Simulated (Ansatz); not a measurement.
Computed with Ansatz on PBE0-D4/def2-TZVP structures; ΔE is electronic, products minus reactants. CCSD(T)/CBS is the MP2 limit (def2-TZVPP, def2-QZVPP) plus CCSD(T) − MP2 in def2-TZVPP, frozen cores. DFT in def2-TZVPP. B3LYP here is the variant with VWN-RPA as its local correlation; programs differ in this. For Ge outer-core shells are correlated without core-valence functions, which leaves a few kJ/mol of doubt a bond. Scalar relativity is left out up to krypton. One conformer a species, not always the lowest.

`[NH2][GeH2][S]CF` + `[NH2][GeH2][OH]` → `[NH2][GeH2][O][GeH2][NH2]` + `FCS`  (ligand exchange at a Ge–S bond)

CCSD(T)/CBS gives -0.05 eV.

Question: Another level gave -0.10 eV. Which?
A. PBE-D4/def2-TZVPP
B. CCSD(T)/def2-TZVPP
C. r2SCAN/def2-TZVPP
D. B3LYP-D4/def2-TZVPP

Answer: B. CCSD(T)/def2-TZVPP -0.10, r2SCAN 0.01, B3LYP-D4 -0.04, PBE-D4 0.07 eV.

Largest T1 diagnostic among the species: 0.012.

From PBE to PBE0 (25 % exact exchange), in def2-TZVPP and without D4, ΔE moves by −0.03 eV. In def2-TZVPP, CCSD(T) changes the Hartree–Fock value by +0.06 eV (the triples alone add +0.01 eV) and MP2 by +0.09 eV.
